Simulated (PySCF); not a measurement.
## HfOCl2, singlet: structure and spectrum

Computed with PySCF, PBE0, basis Hf def2-TZVP with ECP60, O def2-TZVP, Cl def2-TZVP (scalar-relativistic core potentials, no spin–orbit coupling, density fitting).

The structure is a minimum.

```json
{
  "Point group": "Cs",
  "Bond lengths": "Hf–Cl 2.365 Å (×2), Hf–O 1.742 Å",
  "Bond angles": "Cl–Hf–Cl 120.5°, Cl–Hf–O 112.0° (×2)",
  "Rotational constants": "0.13, 0.05503, 0.04083 cm⁻¹",
  "Dipole moment": "4.08 D",
  "Lowest empty level": "-3.54 eV",
  "Rotational symmetry number": "1",
  "Highest occupied level": "-8.82 eV",
  "Heat capacity Cp at 298.15 K": "71.9 J/(mol K)",
  "Principal quadrupole moments (Buckingham, traceless) about the centre of mass": "-8.85, -6.06, 14.91 D Å",
  "Principal polarisabilities": "42.8, 62.7, 72.7 bohr³",
  "Atomisation energy without zero-point energy": "1681 kJ/mol",
  "Enthalpy at 298.15 K above 0 K": "17.28 kJ/mol",
  "Zero-point energy": "12.4 kJ/mol",
  "Entropy at 298.15 K and 1 bar": "346.7 J/(mol K)"
}
```

Harmonic modes (masses in u: Hf 179.947, O 15.995, Cl 34.969):
| symmetry | ω (cm⁻¹) | IR (km/mol) | μ (u) |
| --- | --- | --- | --- |
| a' | 59 | 32.7 | 34.04 |
| a' | 113 | 15.0 | 27.36 |
| a'' | 199 | 5.3 | 18.48 |
| a' | 364 | 27.1 | 37.73 |
| a'' | 383 | 107 | 42.84 |
| a' | 957 | 181 | 17.28 |

Charges (e):
```csv
atom,Mulliken,Löwdin,polar tensor,Mayer order to Hf1
Hf1,1.30,0.30,2.17,–
O2,-0.53,-0.31,-0.93,2.18
"Cl3,4",-0.38,0.01,-0.62,1.05
```

Mulliken populations on Hf1 (electrons outside its core potential): s 2.29, p 6.29, d 2.00, f 0.13.

Formally Hf is in oxidation state +4, d0. The polar-tensor charge on Hf, 2.17, is far below the formal one.

Other isomers or separated fragments may lie lower. No spin–orbit coupling is included, which matters more the heavier the element.

The final relaxation and frequency run took 58 s on 4 threads of a shared Arm Neoverse V2 host, with 145 basis functions and 17 gradients; the process peaked at 1.5 GiB.
